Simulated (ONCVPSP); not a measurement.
**Plane-wave convergence, ONCV potential for germanium (Ge)**

```json
{
 "Element": "Ge (Z = 32)",
 "Generator": "ONCVPSP 4.0.1",
 "Type": "optimised norm-conserving Vanderbilt (ONCV)",
 "Functional": "PW91",
 "Relativity": "scalar-relativistic",
 "Frozen core": "[Ar]",
 "Valence charge": "14",
 "Reference configuration": "3d10 4s2 4p2",
 "Partial waves": "4s: rc 1.65 bohr, ncon 5, nbas 8, qcut 3.3 1/bohr, 2 projectors, debl 0.7 Ha; 4p: rc 2.05 bohr, ncon 3, nbas 7, qcut 3.9 1/bohr, 2 projectors, debl 4 Ha; 3d: rc 0.65 bohr, ncon 4, nbas 7, qcut 15.7 1/bohr, 2 projectors, debl 3.6 Ha; f scattering state at 0.07 Ha: rc 1.75 bohr, ncon 3, nbas 8, qcut 6.3 1/bohr, 2 projectors, debl 0.8 Ha",
 "Local potential": "polynomial inside 0.60 bohr (lpopt 5, dvloc0 0 Ha)",
 "Core correction": "none"
}
```

Q: For each optimised wave give the share of its norm inside rc, the residual kinetic energy above qcut (Ha) and the cutoffs (Ha) for errors of 10, 1, 0.1 and 0.01 mHa per electron.

A:

```json
{"wave": "4s", "norm inside rc": "0.306", "residual KE": "1.2e-02", "10 mHa": "5.6", "1 mHa": "16.7", "0.1 mHa": "38.6", "0.01 mHa": "46.8"}
{"wave": "s projector 2", "norm inside rc": "0.105", "residual KE": "8.7e-03", "10 mHa": "5.2", "1 mHa": "27.1", "0.1 mHa": "70.6", "0.01 mHa": "83.2"}
{"wave": "4p", "norm inside rc": "0.270", "residual KE": "1.4e-04", "10 mHa": "1.8", "1 mHa": "3.1", "0.1 mHa": "8.5", "0.01 mHa": "37.6"}
{"wave": "p projector 2", "norm inside rc": "0.109", "residual KE": "2.4e-02", "10 mHa": "8.9", "1 mHa": "31.1", "0.1 mHa": "53.5", "0.01 mHa": "92.0"}
{"wave": "3d", "norm inside rc": "0.498", "residual KE": "2.9e-02", "10 mHa": "202.7", "1 mHa": "392.2", "0.1 mHa": "461.2", "0.01 mHa": "732.4"}
{"wave": "d projector 2", "norm inside rc": "0.039", "residual KE": "4.8e-03", "10 mHa": "113.7", "1 mHa": "147.6", "0.1 mHa": "340.0", "0.01 mHa": "554.4"}
{"wave": "f projector 1", "norm inside rc": "0.000", "residual KE": "5.3e-10", "10 mHa": "0.1", "1 mHa": "0.2", "0.1 mHa": "0.4", "0.01 mHa": "1.5"}
{"wave": "f projector 2", "norm inside rc": "0.019", "residual KE": "6.3e-06", "10 mHa": "3.5", "1 mHa": "8.7", "0.1 mHa": "14.6", "0.01 mHa": "19.1"}
```

The occupied waves need 392 Ha and 461 Ha for 1 and 0.1 mHa. Rows with under 1 % of the norm inside rc give no meaningful cutoff. Note: ghosts flagged at negative energy: s at -259.2 eV; GHOST(+) flagged for p at 7.6 eV, f at 41.0 eV, s at 135.2 eV. A true bound ghost makes a file unfit for plane-wave use. 2 of 4 tests not solved or not reliable.
